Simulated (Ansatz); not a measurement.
Ansatz (an electronic-structure program) input (B3LYP-D3(BJ)/def2-TZVP):

Ansatz 0.2 input:
```yaml
crystal:
  periodic: [false, false, false]
  atoms:
    - {symbol: C, position_ang: [1.94648363, -0.21094909, 0.05212896]}
    - {symbol: C, position_ang: [0.59340743, -0.44803454, -0.30404180]}
    - {symbol: O, position_ang: [0.24700570, -1.33937389, -1.08778195]}
    - {symbol: C, position_ang: [-0.47635748, 0.46391506, 0.33099350]}
    - {symbol: O, position_ang: [-0.14710893, 1.33797494, 1.09831740]}
    - {symbol: C, position_ang: [-1.89632517, 0.18760559, -0.06571630]}
    - {symbol: H, position_ang: [2.71451270, -0.83692188, -0.37981553]}
    - {symbol: H, position_ang: [2.20490600, 0.57919755, 0.74119285]}
    - {symbol: H, position_ang: [-2.00287915, 0.27036074, -1.14923705]}
    - {symbol: H, position_ang: [-2.15917266, -0.84208561, 0.18501585]}
    - {symbol: H, position_ang: [-2.55979157, 0.88541867, 0.43837414]}
basis:
  gaussian:
    orbitals: def2-TZVP
hamiltonian:
  xc: b3lyp
  dispersion: d3bj
magnetization: {spin_polarized: true, initial_magnetization: 1}
phonons: {temperatures: {t_min: 298.15, t_max: 298.15, t_step: 100}}
```

Output:

```
Functional definition: B3LYP
integrals: 0.13 GiB planned
1242 factors; their error is unknown
mean field: 1.64 GiB planned
mean field evaluation 1: about -8315.8458 eV, gradient 5.0e1 eV
mean field evaluation 2: about -8308.3905 eV, gradient 6.8e1 eV
mean field evaluation 4: about -8325.1814 eV, gradient 2.9e0 eV
mean field evaluation 8: about -8325.2229 eV, gradient 2.5e-1 eV
mean field evaluation 16: about -8325.2168 eV, gradient 6.0e-3 eV
mean field evaluation 32: about -8324.5036 eV, gradient 6.5e0 eV
mean field -8325.21677858 eV, -305.9460735780 hartree, gradient 1.4e-5 eV, S^2 0.768417; 1 other end points of the search recorded, 0 dependent functions left out
the calculation of the forces begins
reference -8325.21703556 eV, -305.9460830219 hartree; 23, 22 occupied and 193, 194 virtual orbitals, 1242 factors
these checks for a lower state are left out or cut short: stability, starts, cluster_reference, orbital_swaps, neighbouring_geometries, increment
integrals: 0.13 GiB planned
1242 factors; their error is unknown
mean field: 1.64 GiB planned
mean field -8325.21656518 eV, -305.9460657358 hartree, gradient 2.9e-6 eV, S^2 0.768382; 0 other end points of the search recorded, 0 dependent functions left out
the calculation of the forces begins
reference -8325.21682217 eV, -305.9460751800 hartree; 23, 22 occupied and 193, 194 virtual orbitals, 1242 factors
these checks for a lower state are left out or cut short: stability, starts, cluster_reference, orbital_swaps, neighbouring_geometries, increment
integrals: 0.13 GiB planned
1242 factors; their error is unknown
mean field: 1.63 GiB planned
mean field -8325.21658583 eV, -305.9460664948 hartree, gradient 3.0e-6 eV, S^2 0.768451; 0 other end points of the search recorded, 0 dependent functions left out
the calculation of the forces begins
reference -8325.21684280 eV, -305.9460759384 hartree; 23, 22 occupied and 193, 194 virtual orbitals, 1242 factors
these checks for a lower state are left out or cut short: stability, starts, cluster_reference, orbital_swaps, neighbouring_geometries, increment
integrals: 0.13 GiB planned
1242 factors; their error is unknown
mean field: 1.64 GiB planned
mean field -8325.21671417 eV, -305.9460712112 hartree, gradient 2.0e-6 eV, S^2 0.768373; 0 other end points of the search recorded, 0 dependent functions left out
the calculation of the forces begins
reference -8325.21697116 eV, -305.9460806554 hartree; 23, 22 occupied and 193, 194 virtual orbitals, 1242 factors
these checks for a lower state are left out or cut short: stability, starts, cluster_reference, orbital_swaps, neighbouring_geometries, increment
integrals: 0.13 GiB planned
1242 factors; their error is unknown
mean field: 1.64 GiB planned
mean field -8325.21663772 eV, -305.9460684019 hartree, gradient 2.0e-6 eV, S^2 0.768460; 0 other end points of the search recorded, 0 dependent functions left out
the calculation of the forces begins
reference -8325.21689470 eV, -305.9460778454 hartree; 23, 22 occupied and 193, 194 virtual orbitals, 1242 factors
these checks for a lower state are left out or cut short: stability, starts, cluster_reference, orbital_swaps, neighbouring_geometries, increment
integrals: 0.13 GiB planned
1242 factors; their error is unknown
mean field: 1.64 GiB planned
mean field evaluation 64: about -8325.2206 eV, gradient 4.4e-1 eV
mean field -8325.21656280 eV, -305.9460656483 hartree, gradient 3.2e-6 eV, S^2 0.768774; 0 other end points of the search recorded, 0 dependent functions left out
the calculation of the forces begins
reference -8325.21681975 eV, -305.9460750913 hartree; 23, 22 occupied and 193, 194 virtual orbitals, 1242 factors
these checks for a lower state are left out or cut short: stability, starts, cluster_reference, orbital_swaps, neighbouring_geometries, increment
[...]
1242 factors; their error is unknown
mean field: 1.64 GiB planned
mean field -8325.21668249 eV, -305.9460700471 hartree, gradient 2.9e-6 eV, S^2 0.768419; 0 other end points of the search recorded, 0 dependent functions left out
the calculation of the forces begins
reference -8325.21693950 eV, -305.9460794919 hartree; 23, 22 occupied and 193, 194 virtual orbitals, 1242 factors
these checks for a lower state are left out or cut short: stability, starts, cluster_reference, orbital_swaps, neighbouring_geometries, increment
integrals: 0.13 GiB planned
1242 factors; their error is unknown
mean field: 1.64 GiB planned
mean field evaluation 256: about -8325.2167 eV, gradient 5.4e-3 eV
mean field -8325.21666271 eV, -305.9460693201 hartree, gradient 2.9e-6 eV, S^2 0.768414; 0 other end points of the search recorded, 0 dependent functions left out
the calculation of the forces begins
reference -8325.21691967 eV, -305.9460787631 hartree; 23, 22 occupied and 193, 194 virtual orbitals, 1242 factors
these checks for a lower state are left out or cut short: stability, starts, cluster_reference, orbital_swaps, neighbouring_geometries, increment
integrals: 0.13 GiB planned
1242 factors; their error is unknown
mean field: 1.64 GiB planned
mean field -8325.21678676 eV, -305.9460738788 hartree, gradient 3.1e-6 eV, S^2 0.768416; 0 other end points of the search recorded, 0 dependent functions left out
the calculation of the forces begins
reference -8325.21704375 eV, -305.9460833229 hartree; 23, 22 occupied and 193, 194 virtual orbitals, 1242 factors
these checks for a lower state are left out or cut short: stability, starts, cluster_reference, orbital_swaps, neighbouring_geometries, increment
integrals: 0.13 GiB planned
1242 factors; their error is unknown
mean field: 1.64 GiB planned
mean field -8325.21674639 eV, -305.9460723952 hartree, gradient 3.2e-6 eV, S^2 0.768417; 0 other end points of the search recorded, 0 dependent functions left out
the calculation of the forces begins
reference -8325.21700336 eV, -305.9460818388 hartree; 23, 22 occupied and 193, 194 virtual orbitals, 1242 factors
these checks for a lower state are left out or cut short: stability, starts, cluster_reference, orbital_swaps, neighbouring_geometries, increment
integrals: 0.13 GiB planned
1242 factors; their error is unknown
mean field: 1.64 GiB planned
mean field -8325.21673401 eV, -305.9460719403 hartree, gradient 1.8e-6 eV, S^2 0.768414; 0 other end points of the search recorded, 0 dependent functions left out
the calculation of the forces begins
reference -8325.21699099 eV, -305.9460813842 hartree; 23, 22 occupied and 193, 194 virtual orbitals, 1242 factors
these checks for a lower state are left out or cut short: stability, starts, cluster_reference, orbital_swaps, neighbouring_geometries, increment
integrals: 0.13 GiB planned
1242 factors; their error is unknown
mean field: 1.64 GiB planned
mean field -8325.21679321 eV, -305.9460741159 hartree, gradient 1.8e-6 eV, S^2 0.768419; 0 other end points of the search recorded, 0 dependent functions left out
the calculation of the forces begins
reference -8325.21705019 eV, -305.9460835598 hartree; 23, 22 occupied and 193, 194 virtual orbitals, 1242 factors
these checks for a lower state are left out or cut short: stability, starts, cluster_reference, orbital_swaps, neighbouring_geometries, increment
integrals: 0.13 GiB planned
1242 factors; their error is unknown
mean field: 1.64 GiB planned
mean field evaluation 288: about -8325.2211 eV, gradient 3.8e-1 eV
mean field -8325.21677064 eV, -305.9460732863 hartree, gradient 3.0e-6 eV, S^2 0.768418; 0 other end points of the search recorded, 0 dependent functions left out
the calculation of the forces begins
reference -8325.21702762 eV, -305.9460827303 hartree; 23, 22 occupied and 193, 194 virtual orbitals, 1242 factors
these checks for a lower state are left out or cut short: stability, starts, cluster_reference, orbital_swaps, neighbouring_geometries, increment
integrals: 0.13 GiB planned
1242 factors; their error is unknown
mean field: 1.64 GiB planned
mean field -8325.21676008 eV, -305.9460728982 hartree, gradient 3.0e-6 eV, S^2 0.768415; 0 other end points of the search recorded, 0 dependent functions left out
the calculation of the forces begins
reference -8325.21701705 eV, -305.9460823420 hartree; 23, 22 occupied and 193, 194 virtual orbitals, 1242 factors
these checks for a lower state are left out or cut short: stability, starts, cluster_reference, orbital_swaps, neighbouring_geometries, increment
integrals: 0.13 GiB planned
1242 factors; their error is unknown
mean field: 1.64 GiB planned
mean field -8325.21666311 eV, -305.9460693348 hartree, gradient 3.0e-6 eV, S^2 0.768416; 0 other end points of the search recorded, 0 dependent functions left out
the calculation of the forces begins
reference -8325.21692006 eV, -305.9460787776 hartree; 23, 22 occupied and 193, 194 virtual orbitals, 1242 factors
these checks for a lower state are left out or cut short: stability, starts, cluster_reference, orbital_swaps, neighbouring_geometries, increment
integrals: 0.13 GiB planned
1242 factors; their error is unknown
mean field: 1.63 GiB planned
mean field -8325.21669180 eV, -305.9460703889 hartree, gradient 3.0e-6 eV, S^2 0.768417; 0 other end points of the search recorded, 0 dependent functions left out
the calculation of the forces begins
reference -8325.21694881 eV, -305.9460798339 hartree; 23, 22 occupied and 193, 194 virtual orbitals, 1242 factors
these checks for a lower state are left out or cut short: stability, starts, cluster_reference, orbital_swaps, neighbouring_geometries, increment
integrals: 0.13 GiB planned
1242 factors; their error is unknown
mean field: 1.64 GiB planned
mean field evaluation 320: about -8325.2167 eV, gradient 5.4e-3 eV
mean field -8325.21671427 eV, -305.9460712150 hartree, gradient 2.9e-6 eV, S^2 0.768415; 0 other end points of the search recorded, 0 dependent functions left out
the calculation of the forces begins
reference -8325.21697132 eV, -305.9460806612 hartree; 23, 22 occupied and 193, 194 virtual orbitals, 1242 factors
these checks for a lower state are left out or cut short: stability, starts, cluster_reference, orbital_swaps, neighbouring_geometries, increment
integrals: 0.13 GiB planned
1242 factors; their error is unknown
mean field: 1.64 GiB planned
mean field -8325.21669935 eV, -305.9460706665 hartree, gradient 2.9e-6 eV, S^2 0.768418; 0 other end points of the search recorded, 0 dependent functions left out
the calculation of the forces begins
reference -8325.21695627 eV, -305.9460801080 hartree; 23, 22 occupied and 193, 194 virtual orbitals, 1242 factors
these checks for a lower state are left out or cut short: stability, starts, cluster_reference, orbital_swaps, neighbouring_geometries, increment
integrals: 0.13 GiB planned
1242 factors; their error is unknown
mean field: 1.64 GiB planned
mean field -8325.21672983 eV, -305.9460717869 hartree, gradient 3.0e-6 eV, S^2 0.768416; 0 other end points of the search recorded, 0 dependent functions left out
the calculation of the forces begins
reference -8325.21698678 eV, -305.9460812296 hartree; 23, 22 occupied and 193, 194 virtual orbitals, 1242 factors
these checks for a lower state are left out or cut short: stability, starts, cluster_reference, orbital_swaps, neighbouring_geometries, increment
integrals: 0.13 GiB planned
1242 factors; their error is unknown
mean field: 1.64 GiB planned
mean field -8325.21676438 eV, -305.9460730562 hartree, gradient 3.0e-6 eV, S^2 0.768417; 0 other end points of the search recorded, 0 dependent functions left out
the calculation of the forces begins
reference -8325.21702139 eV, -305.9460825013 hartree; 23, 22 occupied and 193, 194 virtual orbitals, 1242 factors
Total energy: -8325.59607406 eV, -305.9600124301 hartree
Atom 0 at     1.946484    -0.210949     0.052129 Å, force     0.000116    -0.000059    -0.000036 eV/Å
Atom 1 at     0.593407    -0.448035    -0.304042 Å, force    -0.000553     0.000260     0.000152 eV/Å
Atom 2 at     0.247006    -1.339374    -1.087782 Å, force     0.000040    -0.000266    -0.000217 eV/Å
Atom 3 at    -0.476357     0.463915     0.330993 Å, force     0.000597     0.000159     0.000203 eV/Å
Atom 4 at    -0.147109     1.337975     1.098317 Å, force    -0.000115    -0.000023    -0.000033 eV/Å
Atom 5 at    -1.896325     0.187606    -0.065716 Å, force    -0.000236    -0.000381    -0.000345 eV/Å
Atom 6 at     2.714513    -0.836922    -0.379816 Å, force    -0.000019    -0.000005    -0.000006 eV/Å
Atom 7 at     2.204906     0.579198     0.741193 Å, force     0.000193     0.000108     0.000113 eV/Å
Atom 8 at    -2.002879     0.270361    -1.149237 Å, force    -0.000013     0.000192    -0.000028 eV/Å
Atom 9 at    -2.159173    -0.842086     0.185016 Å, force    -0.000038     0.000010     0.000190 eV/Å
Atom 10 at    -2.559792     0.885419     0.438374 Å, force     0.000028     0.000006     0.000008 eV/Å
Dipole moment:     0.098226    -0.010127     0.003062 e Å
Vibrations: 43.55 122.40 255.35 354.67 375.78 426.19 522.58 539.32 636.59 698.08 838.49 952.22 1021.77 1031.32 1156.82 1314.54 1392.52 1454.09 1460.29 1461.33 1527.60 1781.18 3047.54 3100.44 3154.78 3164.73 3281.59 cm⁻¹, zero-point energy 2.176899 eV
```

It need not be the lowest isomer of its formula.
